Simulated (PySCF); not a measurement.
RbH: frontier orbitals

RHF at R = 2.418 Å; basis Rb def2-TZVPP with ECP28, H def2-TZVPP; scalar-relativistic core potentials; PySCF 2.14. State: ¹Σ⁺ (singlet), closed shell. Only the outer orbitals are listed, counted within each symmetry, core potentials removing the inner ones.

```
orbital  occ.  ε (eV)  on Rb (%)   main shells (%)
     1σ     2  -42.54        100          100 Rb s
     1π     2  -21.74        100          100 Rb p
     1π     2  -21.74        100          100 Rb p
     2σ     2  -21.55         99           99 Rb p
     3σ     2   -6.28         25   75 H s, 14 Rb s
     4σ     0   -0.13         99  60 Rb s, 39 Rb p
     2π     0    0.50        100  74 Rb p, 26 Rb d
     2π     0    0.50        100  74 Rb p, 26 Rb d
```

Problem. Which are the highest filled and the lowest empty level, where do they sit, and how wide is the gap?

Solution. Highest filled 3σ at -6.28 eV (in %: 75 H s, 14 Rb s); lowest empty 4σ at -0.13 eV (in %: 60 Rb s, 39 Rb p); the gap at RHF is 6.15 eV.

* bond order (Mayer): 0.73
* ⟨S²⟩: 0.000
* charge on Rb (Mulliken, basis-dependent): 0.51
* charge on Rb (Löwdin, basis-dependent): 0.38
* dipole moment (positive dipole means Rb(−)H(+)): -9.40 D
* polarisability along the bond: 53.8 bohr³
* polarisability across the bond: 39.5 bohr³
